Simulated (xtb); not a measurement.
Here is a job for xtb.
```
$ xtb mol.xyz --gfn 1 --gbsa acetonitrile --json

# file mol.xyz
5

F      1.28249365    -1.06843622    -0.11172530
Ge    -0.00000000    -0.00000000    -0.00000000
F      0.58041552     1.56903814     0.00809899
F     -1.01772117    -0.21135552    -1.31087792
F     -0.84518800    -0.28924641     1.41450423
```

Task: Predict the total energy from xtb with GFN1-xTB with GBSA(acetonitrile).

Result: -22.2950 Eh

Task: What HOMO-LUMO gap does GFN1-xTB with GBSA(acetonitrile) give?

Result: 7.69 eV

Task: Give the partial charges in atom order at the level GFN1-xTB with GBSA(acetonitrile).

Result: F1 -0.22, Ge2 0.87, F3 -0.22, F4 -0.22, F5 -0.22

Task: What is the computed dipole moment (GFN1-xTB with GBSA(acetonitrile))?

Result: 0.00 D
